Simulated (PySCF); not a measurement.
oxepine (C6H6O), SMILES C1=CC=COC=C1. Coordinates come from a PBE-D3(BJ)/def2-SVP optimisation.

Computed equilibrium geometry at PBE-D3(BJ)/def2-SVP (PySCF confirms it by a frequency run) as a Z-matrix, and its point group:
point group Cs.
```
C
C 1 1.3693
H 2 1.1025 1 118.24
H 1 1.1025 2 118.24 3 0.00
C 1 1.4537 4 117.07 2 -173.93
C 5 1.3556 1 125.11 4 -157.66
O 6 1.3898 5 123.17 1 8.48
C 7 1.3898 6 110.87 5 -67.19
C 8 1.3556 7 123.17 6 67.19
H 9 1.1026 8 116.66 7 173.22
H 5 1.1026 6 116.66 7 -173.22
H 8 1.1050 9 122.71 10 -2.87
H 6 1.1050 5 122.71 11 2.87
```
Charge 0, spin multiplicity 1.
